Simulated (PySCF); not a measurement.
C₃H₃BN₂O₂. Atoms are numbered in the order given.

```xyz
11

B     -0.5667    -0.4060    -0.0992
C     -1.8390    -1.3062    -0.2677
H     -1.5853    -2.3355    -0.5596
H     -2.5653    -0.8861    -0.9773
H     -2.3444    -1.3715     0.7132
N     -0.6082     0.9935    -0.3572
C     -0.7306     2.1567    -0.6045
O     -0.8407     3.2937    -0.8429
N      0.6663    -0.9533     0.3572
C      1.6613    -1.4959     0.7374
O      2.6372    -2.0169     1.1089
```
Charge 0, spin multiplicity 1.

Geometry: PBE0-D3(BJ)/def2-SVP. One conformer was computed; it need not be the lowest.

All values below come from PySCF with PBE0/pcSseg-1.

GIAO shieldings, no solvent; atoms alike by connectivity are averaged. δ = σ(ref) − σ: ¹¹B against BF3 (σ = 88.8 ppm); ¹³C against TMS (σ = 186.3 ppm); ¹H against TMS (σ = 31.56 ppm); ¹⁵N against NH3 (σ = 267.4 ppm); ¹⁷O against H2O (σ = 334.2 ppm), references at their B3LYP-D3(BJ)/def2-TZVP geometries, non-relativistic.

```
nucleus       atoms  count  δ (ppm)
-------  ----------  -----  -------
¹¹B              B1      1     15.6
¹³C         C7, C10      2    128.4
¹³C              C2      1     11.6
¹H       H3, H4, H5      3     1.03
¹⁵N          N6, N9      2     83.7
¹⁷O         O8, O11      2    167.1
```
